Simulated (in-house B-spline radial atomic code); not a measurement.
Values are calculated unless marked as measured or tabulated.
Co ion on Ga atom: potential, deflection and energy transfer

The pair potential comes from two frozen, spherical free-atom densities (PBE, B-spline radial code, scalar-relativistic past argon): electrostatics plus the change in Thomas-Fermi kinetic and Dirac exchange energy where they overlap, the recipe behind the universal ZBL potential, which averages such potentials (from solid-state densities) over many pairs. It is written V = (Z1 Z2 e²/r) φ(r/a), with e² = 14.3996 eV·Å and a = 0.46850 Å/(Z1^0.23 + Z2^0.23); ZBL's fit is φ = 0.18175 e^(−3.1998x) + 0.50986 e^(−0.94229x) + 0.28022 e^(−0.4029x) + 0.02817 e^(−0.20162x). Where φ falls below 4e-4 it is continued as an exponential.

Masses 58.93 and 69.72 u.

| x = r/a | φ, this pair | φ, ZBL |
| --- | --- | --- |
| 0.1 | 0.8939 | 0.8928 |
| 0.5 | 0.625 | 0.6096 |
| 1.5 | 0.3143 | 0.2995 |
| 3 | 0.1384 | 0.1292 |
| 5 | 0.05453 | 0.05224 |
| 8 | 0.01706 | 0.01705 |
| 12 | 0.004427 | 0.00474 |
| 17 | 0.00114 | 0.001212 |

Question: At x = 5 the electrostatic, kinetic and exchange parts are -223.2, 1561.15 and -121.16 eV. Find r, V and φ.

Answer: a = 0.46850/(2.1341 + 2.2030) = 0.10802 Å, so r = 0.54011 Å. V = -223.2 + 1561.15 + (-121.16) = 1216.79 eV. The bare repulsion is 27 × 31 × 14.3996/0.54011 = 22315 eV, so φ = 0.0545, +4.4 % against ZBL's 0.0522. The kinetic (Pauli) term is 128 % of V here, as the other two terms together attract.

Question: The ion comes in at 205.9 keV with impact parameter 0.5401 Å. The scattering integral gives a centre-of-mass angle of 1.278° and a closest approach of 5.027 a. What are the reduced energy, the energy passed on and the laboratory angles?

Answer: ε = E a M2/(Z1 Z2 e² (M1 + M2)) = 205900 × 4.8572e-06 = 1. The most that one collision can pass on is γE with γ = 4 M1 M2/(M1 + M2)² = 0.9930. Here T = γE sin²(θ/2) = 0.9930 × 205900 × 0.0001244 = 25.44 eV. The ion turns by arctan(sin θ/(cos θ + M1/M2)) = 0.7°, and the struck atom leaves at (180° − θ)/2 = 89.4°. The closest approach is 0.543 Å. With ZBL the angle would be 1.22° and T = 23.04 eV.
